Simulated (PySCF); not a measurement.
Computed spin Hamiltonian

Compound: C₈H₁₁ (doublet state).
Geometry (GFN2-xTB, Å), atoms numbered from 1 in this order:
```
atom  x, y, z in Å
C1     3.3625   -1.2698    1.2953
C2     3.2287   -0.1102    0.3437
C3     2.1075    0.3443   -0.1291
C4     0.8909    0.6632   -0.4984
C5    -0.2075    1.0382   -0.9086
C6    -1.5510    1.3798   -1.3001
C7    -2.6094    0.7588   -0.3706
C8    -2.5612   -0.7630   -0.3986
H9     3.8319   -0.9360    2.2210
H10    2.3903   -1.6982    1.5254
H11    3.9965   -2.0400    0.8557
H12    4.1707    0.3529    0.0598
H13   -1.7225    1.0335   -2.3254
H14   -1.6605    2.4708   -1.2902
H15   -3.5963    1.1045   -0.6874
H16   -2.4394    1.1099    0.6495
H17   -2.7326   -1.1347   -1.4071
H18   -3.3222   -1.1814    0.2562
H19   -1.5863   -1.1133   -0.0664
```

The hyperfine couplings belong to this conformer and change with its torsions.

As a line formula: `C/C=[C]\C#CCCC` [radical].

Method used: UKS B3LYP, pcH-1 on C H, non-relativistic, mean-field spin-orbit, GIAO in PySCF 2.14.0. One conformer (not necessarily the lowest) at the GFN2-xTB geometry, without solvent, vibrations or thermal averaging. The geometry wasn't refined by DFT: couplings that depend on bond lengths, twists or pyramidal angles can differ widely from those at the functional's own minimum. Stability of the SCF solution: not tested. ⟨S²⟩ is 0.775 where a pure state has 0.75.

```json
{
 "g1, g2, g3": "2.00135, 2.00217, 2.00284",
 "g_iso": "2.00212",
 "Form of g": "rhombic: the two nearest values differ by 45 % of g3 − g1",
 "⟨S²⟩": "0.7754 (exact 0.7500)",
 "α and β electrons": "30, 29",
 "HOMO–LUMO gap, α and β orbitals": "4.20, 4.17 eV",
 "Basis functions": "310"
}
```

Isotropic coupling and dipolar principal values T1 to T3, in MHz; ρ(0) is the spin density at the nucleus:

```
atom  isotope  a_iso     T1     T2     T3  Mulliken spin population  ρ(0) (bohr⁻³)
  C1      13C   70.9   -5.4   -4.6   10.0                      0.05         0.0631
  C2      13C  -44.9  -16.1    5.3   10.8                     -0.15        -0.0399
  C3      13C   72.2  -62.8  -45.7  108.6                      0.71         0.0642
  C4      13C  -70.9  -20.7   -3.2   23.9                     -0.27        -0.0630
  C5      13C   55.6  -51.3  -32.4   83.7                      0.60         0.0495
  C6      13C  -20.7   -1.1    0.0    1.1                     -0.05        -0.0184
  C7      13C   43.2   -3.5   -3.3    6.8                      0.03         0.0384
  C8      13C    0.2   -0.7    0.0    0.7                      0.00         0.0002
  H9       1H   -8.5   -2.6   -1.4    4.0                      0.00        -0.0019
 H10       1H   -4.2   -4.5   -0.9    5.3                      0.00        -0.0009
 H11       1H   -8.1   -2.6   -1.4    4.0                      0.00        -0.0018
 H12       1H  111.3   -3.8   -3.4    7.2                      0.05         0.0249
 H13       1H   13.4   -3.2   -2.7    5.9                      0.01         0.0030
 H14       1H   48.9   -3.3   -2.8    6.1                      0.02         0.0109
 H15       1H    4.0   -2.3   -1.2    3.4                      0.00         0.0009
 H16       1H   -2.4   -3.0   -1.2    4.3                      0.00        -0.0005
 H17       1H    0.4   -1.3   -1.0    2.3                      0.00         0.0001
 H18       1H   -0.2   -1.1   -0.6    1.6                      0.00         0.0000
 H19       1H    0.0   -3.0   -1.7    4.7                      0.00         0.0000
```

The Mulliken spin populations are largest on C3 (+0.71), C5 (+0.60), C4 (-0.27) and C2 (-0.15). The positive populations add up to 1.47 and the negative ones to -0.47, together 2S = 1.

Axes: g1 points within 1° of the C5–C6 bond.

Under fast tumbling the dipolar parts average out, and these isotropic splittings remain: 1 × 1H (H12, I = 1/2, 2 lines) with 3.97 mT, 2 × 1H (H13/H14, I = 1/2, 3 lines) with 1.11 mT and 3 × 1H (H9/H10/H11, I = 1/2, 4 lines) with 0.25 mT.

Means are taken over nuclei equivalent by connectivity, which assumes that they swap fast. The 1H value of +31.1 MHz is a mean of couplings from 13.4 to 48.9 MHz in this one geometry, not an average over conformers.

The 13C coupling of C3 (72.2 MHz) shows only in satellite lines or after enrichment, since that isotope makes up about 1.07 % of natural carbon.

β density exceeds α density at some nuclei, such as C4 (-0.0630), C2 (-0.0399) and C6 (-0.0184), spin density in bohr⁻³. In a single determinant that takes different orbitals for the two spins, that is spin polarisation.

Hardware: an Arm Neoverse V2 with one thread, no GPU, shared host. Cost: 89 s of wall time (with the writing of density and orbital grids), 0.98 GiB resident at most.
